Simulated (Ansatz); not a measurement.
H4B2N, SMILES `B[B-]N` (lower singlet) (charge -1, multiplicity 1). This singlet lies 1.03 eV below the relaxed triplet at the level frozen-core CCSD(T)/aug-cc-pVTZ // PBE0-D3(BJ)/def2-TZVPD (Ansatz, an electronic-structure program).

Cartesian coordinates (Å):
```xyz
7

B      1.4333    -0.2370     0.0694
B     -0.0778     0.0125    -0.0039
N     -1.4569     0.2408    -0.0704
H      2.2043     0.2886    -0.7139
H      1.9179    -0.9701     0.9133
H     -1.9274     0.9850     0.4225
H     -2.0934    -0.3198    -0.6170
```
Charge -1, spin multiplicity 1.

Frozen-core energies in aug-cc-pVDZ from Ansatz at a geometry from PBE0-D3(BJ)/def2-TZVPD; the HF reference has <S^2> = 0.00 and the T1 diagnostic is 0.017.

| level | energy (Ha) | difference from CCSDT(Q) (mHa) |
|---|---|---|
| HF | -106.10625 | 429.44 |
| MP2 | -106.48316 | 52.52 |
| CCSD | -106.51722 | 18.47 |
| CCSD(T) | -106.53346 | 2.23 |
| CCSDT | -106.53457 | 1.12 |
| CCSDT(Q) | -106.53569 | 0.00 |
